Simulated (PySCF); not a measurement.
A calculated (PBE0, PySCF 2.14, dyall-av3z, the spin-free X2C one-electron Hamiltonian (Gaussian nucleus)) atom or ion has these occupied shells.

```tsv
shell	electrons	orbital energy (eV)	rms radius, mean of both spins (bohr)
1s α	1	-188.24	0.383
1s β	1	-186.92	0.383
2s α	1	-12.487	2.08
2p α	2	-6.108	2.39
```

**Question.** Name the element and its charge.

**Answer.** B (boron, neutral), in [He] 2s1 2p2, high-spin 4P determinant (an excited configuration).
